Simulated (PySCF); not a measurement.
Structure with atom numbers: `[CH3:1][CH:2]([CH3:3])[c:4]1[cH:5][cH:6][cH:7][cH:8][c:9]1[NH2:10]`; H(Xn) means a hydrogen on atom n.

Averaged over atoms made equivalent by symmetry, fast rotation or ring inversion, in vacuum, a single conformation, no relativistic terms. GIAO PBE0/pcSseg-1 shieldings; structure optimised with GFN2-xTB; PySCF.

Problem. List the cross peaks expected in HSQC, COSY and HMBC spectra.

Solution. 

HSQC (one-bond C–H):
```tsv
δH	δC
7.36 (H(C7))	132.5 (C7)
7.31 (H(C5))	129.8 (C5)
6.99 (H(C6))	122.9 (C6)
6.79 (H(C8))	118.4 (C8)
2.43 (H(C2))	32.7 (C2)
1.30 (H(C1)/H(C3))	23.3 (C1/C3)
```

COSY cross peaks (H two or three bonds apart, from the bond graph; peaks can be absent where the dihedral angle is near 90°):
```tsv
δH	δH
7.36 (H(C7))	6.99 (H(C6))
7.36 (H(C7))	6.79 (H(C8))
7.31 (H(C5))	6.99 (H(C6))
2.43 (H(C2))	1.30 (H(C1)/H(C3))
```

HMBC (two and three bonds, from the bond graph):
```tsv
δH	δC
7.36 (H(C7))	149.0 (C9), 129.8 (C5), 122.9 (C6), 118.4 (C8)
7.31 (H(C5))	149.0 (C9), 134.3 (C4), 132.5 (C7), 122.9 (C6), 32.7 (C2)
6.99 (H(C6))	134.3 (C4), 132.5 (C7), 129.8 (C5), 118.4 (C8)
6.79 (H(C8))	149.0 (C9), 134.3 (C4), 132.5 (C7), 122.9 (C6)
2.43 (H(C2))	149.0 (C9), 134.3 (C4), 129.8 (C5), 23.3 (C1/C3)
1.30 (H(C1)/H(C3))	134.3 (C4), 32.7 (C2), 23.3 (C1/C3)
```

Referencing at the same level of theory: TMS for ¹H and ¹³C.

Short H···H contacts in this conformer between protons four or more bonds apart (candidates for NOE cross peaks, intensity ∝ r⁻⁶): H(C3)···H(C5) 2.21 Å.

OH/NH shifts are gas-phase values; hydrogen bonding in solution moves them, usually downfield. Shifts are as computed. Against solution values, carbons near 30 ppm lie about +3 ppm off and those near 130 ppm about +5 ppm. Of 1211 compounds with measured shifts, 218 miss one by over three times the rms of a fit or turn the order of signals round; such compounds aren't used in these exercises.
